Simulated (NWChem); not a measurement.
System: AlHOCl₂; SMILES [OH][Al]([Cl])[Cl]

```xyz
5

Al     0.0000     0.0000     0.3416
Cl    -1.8020     0.0000    -0.7329
Cl     1.8020     0.0000    -0.7329
O      0.0000     0.0000     1.9999
H      0.0000     0.0000     2.9557
```
Atoms are numbered in this order, from 1.

This is a stationary point of PBE-D3(BJ)/def2-SVP (NWChem), point group C2v. 

Is it a minimum? If not, what does it relax to?

No. It has an imaginary frequency of 388i cm⁻¹. Following that mode (on a finer grid) lowers the energy by 2.8 kcal/mol and ends, with real frequencies alone, at point group Cs:
```xyz
5

Al     0.0571     0.0000     0.4124
Cl    -1.8217     0.0000    -0.5296
Cl     1.8088     0.0000    -0.7321
O      0.2286     0.0000     2.1075
H     -0.5327     0.0000     2.7091
```
